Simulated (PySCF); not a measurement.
# Peak assignment

Geometry:
| atom | x (Å) | y (Å) | z (Å) |
| --- | --- | --- | --- |
| C1 | -1.205 | -0.016 | -1.747 |
| C2 | -1.069 | 0.128 | -0.225 |
| C3 | -1.873 | 1.345 | 0.251 |
| C4 | -1.600 | -1.130 | 0.455 |
| N5 | 0.322 | 0.336 | 0.136 |
| Si6 | 1.534 | -0.848 | 0.420 |
| Si7 | 3.521 | 0.292 | 0.587 |
| H8 | -0.827 | 0.875 | -2.247 |
| H9 | -0.629 | -0.872 | -2.089 |
| H10 | -2.246 | -0.157 | -2.029 |
| H11 | -1.768 | 1.461 | 1.327 |
| H12 | -2.927 | 1.225 | 0.014 |
| H13 | -1.512 | 2.253 | -0.230 |
| H14 | -1.066 | -2.006 | 0.099 |
| H15 | -1.468 | -1.057 | 1.531 |
| H16 | -2.657 | -1.253 | 0.237 |
| H17 | 0.633 | 1.238 | -0.193 |
| H18 | 1.589 | -1.892 | -0.629 |
| H19 | 1.163 | -1.578 | 1.644 |
| H20 | 4.068 | 0.712 | -0.709 |
| H21 | 4.547 | -0.553 | 1.200 |
| H22 | 3.459 | 1.516 | 1.392 |

PySCF 2.14 calculation with σ from GIAO-PBE0/pcSseg-1 and GFN2-xTB structure; no solvent, one averaged value for each set of equivalent atoms, one computed conformer, no relativistic terms.

Referencing at the same level of theory: $^{13}$C (σ = 186.93 ppm) and $^{1}$H (σ = 31.72 ppm) against TMS.

**Question.** Assign these signals to the numbered atoms. $^{13}$C{$^{1}$H} NMR (computed): δ 50.7, 33.4.

**Answer.** 
50.7 → C2, fully substituted sp3 carbon bonded to N: pulled downfield by the heteroatom
33.4 → C1/C3/C4, methyl carbon: a saturated carbon with 1 carbon neighbour and no heteroatom attached

**Question.** Assign these signals to the numbered atoms. $^{1}$H NMR (400 MHz, computed): δ 5.06 (q, 2H), 3.33 (t, 3H), 1.25 (s, 9H), -0.30 (br s, 1H).

**Answer.** 
5.06 → H18/H19, hydrogen on a silicon bonded to N, Si
3.33 → H20/H21/H22, hydrogen on a silicon bonded to Si
1.25 → H8/H9/H10/H11/H12/H13/H14/H15/H16, hydrogen on a methyl carbon
-0.30 → H17, hydrogen on a nitrogen bonded to C, Si: exchangeable; this is the value without hydrogen bonding to other molecules

OH and NH positions are those of a molecule without intermolecular hydrogen bonds; in solution they move with solvent, concentration and temperature, and exchange usually removes their couplings. Shifts are as computed. Against solution values, carbons near 30 ppm lie about +3 ppm off and those near 130 ppm about +5 ppm. Of 1309 compounds with measured shifts, 239 miss one by over three times the rms of a fit or turn the order of signals round; such compounds aren't used in these exercises. No couplings were computed; multiplicities are counted from neighbouring protons, with m where these are inequivalent, close in shift, in a saturated or five-membered ring or joined by F or P, and br s for small geminal =CH2 splittings.
